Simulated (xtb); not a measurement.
CH₄Si, SMILES C=[SiH2]. All values are semi-empirical tight-binding results from xtb (GFN2-xTB unless named), good for trends rather than for accurate numbers. Coordinates come from a GFN2-xTB optimisation.

Task: Estimate the properties. (Estimate from the structure and the level; the computed values follow.)

Result: 
```json
{
  "point_group_as_xtb_finds_it": "C2v",
  "orbital_gap": "2.75 eV",
  "dipole_moment": "1.74 D",
  "zero_point_energy": "24.0 kcal/mol",
  "G − E(el) at 298.15 K (modified RRHO)": "9.3 kcal/mol",
  "static polarisability (D4 model)": "51.4 bohr³",
  "solvation energy, GFN2-xTB/ALPB(water)": "1.5 kcal/mol",
  "solvation energy, GFN2-xTB/ALPB(dmf)": "-0.5 kcal/mol"
}
```
